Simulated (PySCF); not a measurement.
H8OSi3.
Atom-mapped SMILES: `[SiH3:1][O:2][SiH2:3][SiH3:4]` (hydrogens: H5, H6, H7 on Si1; H8, H9 on Si3; H10, H11, H12 on Si4)

The same species was optimised twice, with GFN2-xTB and with PBE0-D3(BJ)/def2-SVP (PySCF), and the same property calculations (PySCF, gas phase) were run on both structures.

```
     coordinate  GFN2-xTB  PBE0-D3(BJ)/def2-SVP  change
     Si1–O2 (Å)     1.615                 1.657  +0.042
    Si3–Si4 (Å)     2.301                 2.342  +0.041
     O2–Si3 (Å)     1.626                 1.663  +0.037
     Si1–H6 (Å)     1.462                 1.496  +0.034
     Si1–H5 (Å)     1.461                 1.493  +0.032
     Si1–H7 (Å)     1.461                 1.491  +0.030
     Si3–H8 (Å)     1.470                 1.498  +0.028
    Si4–H10 (Å)     1.469                 1.497  +0.028
     Si3–H9 (Å)     1.469                 1.497  +0.028
    Si4–H12 (Å)     1.469                 1.495  +0.026
    Si4–H11 (Å)     1.469                 1.495  +0.026
 Si1–O2–Si3 (°)     166.1                 147.7   -18.4
 Si4–Si3–H9 (°)     116.0                 110.6    -5.4
 Si4–Si3–H8 (°)     115.7                 110.6    -5.1
  O2–Si3–H9 (°)     105.2                 110.1    +4.9
  O2–Si3–H8 (°)     105.7                 110.4    +4.7
Si3–Si4–H12 (°)     114.4                 110.2    -4.2
Si3–Si4–H11 (°)     114.3                 110.2    -4.1
  O2–Si1–H5 (°)     105.9                 109.8    +3.9
```

Rotational constants: A = 8044, B = 1348, C = 1201 MHz (GFN2-xTB) against A = 9632, B = 1223, C = 1129 MHz (PBE0-D3(BJ)/def2-SVP).

On the GFN2-xTB structure: Si1s of Si1 (eV) 1847.26 [delta-SCF UKS SCAN, pcX-2 on the ionised atom, pcseg-1 elsewhere, spin-free X2C]; Si2p of Si1 (eV) 107.57 [delta-SCF UKS SCAN, pcX-2 on the ionised atom, pcseg-1 elsewhere, spin-free X2C]; O1s of O2 (eV) 537.69 [delta-SCF UKS SCAN, pcX-2 on the ionised atom, pcseg-1 elsewhere, spin-free X2C]; Si1s of Si3 (eV) 1846.98 [delta-SCF UKS SCAN, pcX-2 on the ionised atom, pcseg-1 elsewhere, spin-free X2C]; Si2p of Si3 (eV) 107.36 [delta-SCF UKS SCAN, pcX-2 on the ionised atom, pcseg-1 elsewhere, spin-free X2C]; Si1s of Si4 (eV) 1846.10 [delta-SCF UKS SCAN, pcX-2 on the ionised atom, pcseg-1 elsewhere, spin-free X2C]; Si2p of Si4 (eV) 106.65 [delta-SCF UKS SCAN, pcX-2 on the ionised atom, pcseg-1 elsewhere, spin-free X2C].

Q: What do these properties become on the PBE0-D3(BJ)/def2-SVP structure?

A: 
```json
{"property": "Si1s of Si1 (eV)", "level": "delta-SCF UKS SCAN, pcX-2 on the ionised atom, pcseg-1 elsewhere, spin-free X2C", "on GFN2-xTB": "1847.26", "on PBE0-D3(BJ)/def2-SVP": "1847.50", "change": "+0.24"}
{"property": "Si2p of Si1 (eV)", "level": "delta-SCF UKS SCAN, pcX-2 on the ionised atom, pcseg-1 elsewhere, spin-free X2C", "on GFN2-xTB": "107.57", "on PBE0-D3(BJ)/def2-SVP": "107.78", "change": "+0.21"}
{"property": "O1s of O2 (eV)", "level": "delta-SCF UKS SCAN, pcX-2 on the ionised atom, pcseg-1 elsewhere, spin-free X2C", "on GFN2-xTB": "537.69", "on PBE0-D3(BJ)/def2-SVP": "537.84", "change": "+0.15"}
{"property": "Si1s of Si3 (eV)", "level": "delta-SCF UKS SCAN, pcX-2 on the ionised atom, pcseg-1 elsewhere, spin-free X2C", "on GFN2-xTB": "1846.98", "on PBE0-D3(BJ)/def2-SVP": "1847.12", "change": "+0.14"}
{"property": "Si2p of Si3 (eV)", "level": "delta-SCF UKS SCAN, pcX-2 on the ionised atom, pcseg-1 elsewhere, spin-free X2C", "on GFN2-xTB": "107.36", "on PBE0-D3(BJ)/def2-SVP": "107.44", "change": "+0.08"}
{"property": "Si1s of Si4 (eV)", "level": "delta-SCF UKS SCAN, pcX-2 on the ionised atom, pcseg-1 elsewhere, spin-free X2C", "on GFN2-xTB": "1846.10", "on PBE0-D3(BJ)/def2-SVP": "1846.24", "change": "+0.14"}
{"property": "Si2p of Si4 (eV)", "level": "delta-SCF UKS SCAN, pcX-2 on the ionised atom, pcseg-1 elsewhere, spin-free X2C", "on GFN2-xTB": "106.65", "on PBE0-D3(BJ)/def2-SVP": "106.74", "change": "+0.09"}
```

The heavy atoms differ by 0.172 Å rms after alignment. Among all bonds Si1–O2 and Si3–Si4 change most and about equally (+0.041 to +0.042 Å). Changes are differences of the printed values. Neither structure is proved a minimum here.

Shape of the structure used: `[SiH3:1][O:2][SiH2:3][SiH3:4]`: Si1–O2–Si3–Si4 -172°.
